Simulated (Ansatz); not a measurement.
`CCO[SiH2]Cl` → `CCO` + `[SiH]Cl` at 700 K and 1 bar (silylene formation by 1,1-elimination).

Calculated with Ansatz (gas phase, PBE0-D4/def2-TZVP geometries, no zero-point term in ΔE). CCSD(T)/CBS adds triple-zeta CCSD(T) − MP2 to the extrapolated MP2 energy (def2 sets, frozen cores). This one scheme is used for every species. One conformer a species, not always the lowest.

```json
{"species": "`CCO[SiH2]Cl`", "CCSD(T)/CBS energy (Eh)": "-904.43784", "H − E (kJ/mol)": "317.9", "S (J/(mol·K))": "484.8"}
{"species": "`CCO`", "CCSD(T)/CBS energy (Eh)": "-154.88256", "H − E (kJ/mol)": "262.0", "S (J/(mol·K))": "346.5"}
{"species": "`[SiH]Cl`", "CCSD(T)/CBS energy (Eh)": "-749.43948", "H − E (kJ/mol)": "49.2", "S (J/(mol·K))": "290.2"}
```

H − E and S are ideal-gas, rigid-rotor, harmonic terms from PBE0-D4/def2-TZVP, for one conformer and one mirror image of each species. 1 Eh = 2625.50 kJ/mol, R = 8.31446 J/(mol·K).

Problem. By hand: ΔE, ΔH, ΔS and ΔG.

Solution. ΔE = (-154.88256) + (-749.43948) − (-904.43784) = 0.11580 Eh = 304.0 kJ/mol. Δ(H − E) = 262.0 + 49.2 − 317.9 = -6.7, so ΔH = 297.3 kJ/mol. ΔS = 346.5 + 290.2 − 484.8 = 151.9 J/(mol·K). ΔG = 297.3 − 700 × (151.9)/1000 = 191.0 kJ/mol.

Problem. By hand: the equilibrium constant, and the temperature at which ΔG would vanish if ΔH and ΔS stayed fixed.

Solution. log₁₀ K = −ΔG/(RT ln 10) = -14.3. ΔG = 0 at ΔH/ΔS = 1957 K.

The number of gas molecules changes by +1, which sets the sign of ΔS. A doubt of 5 kJ/mol in ΔE shifts log₁₀ K by 0.4 here. Other conformers and mirror images would add mixing entropy, several J/(mol·K) or more a flexible species. Modes under 60 cm⁻¹, often nearly free rotors, make the harmonic entropy too high. These are equilibria of isolated gas molecules and say nothing of rates. Largest T1 diagnostic: 0.013 (customary marks: 0.02 for closed shells, 0.045 for open ones).
